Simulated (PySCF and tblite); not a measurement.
Values are calculated unless marked as measured or tabulated.
C₇H₁₂O, numbered as in [CH2:1]=[CH:2][C@@H:3]1[CH2:4][CH2:5][CH2:6][CH2:7][O:8]1.

Free energies: PBE0-D3(BJ)/def2-TZVP on PBE0-D3(BJ)/def2-SVP structures plus GFN2-xTB thermal terms, symmetry and mirror images included. Conformers within 4 kcal/mol (GFN2-xTB free energy) were kept, 5 at most. Of two unlike H on one atom, a is the less shielded (PBE0/pcSseg-1). (PySCF 2.14, tblite 0.8.)

An NOE distance is ⟨r⁻⁶⟩^(−1/6) over all pairs of like atoms and, for the average, over conformers.

Torsions listed: C1–C2–C3–O8. The 6-ring runs over atoms 3–4–5–6–7–8.

| conformer | shape | weight % |
| --- | --- | --- |
| 1 | 6-ring chair (all substituents equatorial); -2° | 69.0 |
| 2 | 6-ring chair (all substituents equatorial); 134° | 29.4 |
| 3 | 6-ring chair (C2 axial); 17° | 0.9 |
| 4 | 6-ring chair (C2 axial); 120° | 0.7 |

Which H–H contacts under 3.5 Å would NOEs report (pairs on one atom left out) at 298.15 K?


```tsv
pair	in 1 (Å)	in 2 (Å)	in 3 (Å)	in 4 (Å)	average (Å)
H3 ··· H7b	2.38	2.41	4.00	4.01	2.40
H1b ··· H2	2.46	2.46	2.45	2.44	2.46
H3 ··· H4a	2.47	2.46	2.36	2.37	2.46
H6a ··· H7a	2.46	2.46	2.45	2.46	2.46
H4a ··· H5b	2.47	2.47	2.48	2.47	2.47
H5b ··· H6b	2.47	2.47	2.49	2.48	2.47
H6b ··· H7b	2.47	2.47	2.47	2.46	2.47
H5a ··· H6a	2.48	2.48	2.49	2.48	2.48
H4b ··· H5a	2.49	2.49	2.50	2.50	2.49
H6b ··· H7a	2.53	2.53	3.06	3.07	2.54
H4a ··· H5a	2.55	2.55	3.07	3.07	2.56
H5a ··· H6b	2.56	2.56	3.07	3.07	2.56
H3 ··· H5b	2.60	2.62	4.28	4.29	2.61
H2 ··· H3	2.52	3.08	2.65	3.09	2.63
H5b ··· H7b	2.64	2.64	4.32	4.31	2.65
H4b ··· H6a	2.66	2.67	4.33	4.33	2.67
H2 ··· H4a	2.61	3.35	3.69	3.95	2.73
H1a ··· H3	3.50	2.45	3.27	2.36	2.87
H2 ··· H4b	3.08	2.70	2.43	3.15	2.92
H3 ··· H4b	3.05	3.06	2.53	2.54	3.04
H6a ··· H7b	3.07	3.07	2.53	2.53	3.05
H4b ··· H5b	3.08	3.07	2.54	2.54	3.06
H5b ··· H6a	3.07	3.07	2.55	2.56	3.06
H1a ··· H2	3.09	3.10	3.08	3.08	3.09
```

Longer pairs under the limit may be missing.
